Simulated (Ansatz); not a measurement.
H₇NSSi₂, SMILES `N[SiH]([SiH3])S`, relaxed with RKS PBE-D4/def2-SVP in Ansatz 0.2.0 from a rough embedded geometry. The force threshold is 0.03 eV/Å; the program also tests the step.

Total charge 0; spin multiplicity 1.

Start:

```xyz
11

N     0.998   -1.316   -0.932
Si    0.126   -0.574    0.253
Si    0.208    1.713    0.201
S    -1.803   -1.259   -0.008
H     0.528   -1.222   -1.850
H     0.947   -2.375   -0.826
H     0.641   -1.101    1.547
H    -0.621    2.320    1.279
H    -0.228    2.292   -1.140
H     1.609    2.254    0.438
H    -2.404   -0.731    1.039
```

(1) By how much does the energy fall, and how many steps does the optimiser take? (Estimate.)

(2) Which bonds change most? (Best estimate.)

(3) Give the relaxed structure. (An estimate is asked.)

## Answers

(1) The calculation gave: 13.09 kcal/mol, in 6 steps, 1 of them rejected.

(2) Ansatz gave: Si2–S4 from 2.063 to 2.192 Å; N1–Si2 from 1.648 to 1.740 Å; Si2–Si3 from 2.290 to 2.351 Å; S4–H11 from 1.317 to 1.364 Å.

(3) The calculation gave: 
```xyz
11

N     0.992   -1.352   -1.011
Si    0.079   -0.687    0.313
Si    0.177    1.660    0.209
S    -2.045   -1.216    0.205
H     0.735   -1.081   -1.964
H     1.249   -2.343   -0.980
H     0.702   -1.240    1.568
H    -0.780    2.263    1.205
H    -0.240    2.103   -1.169
H     1.559    2.191    0.487
H    -2.429   -0.298    1.138
```
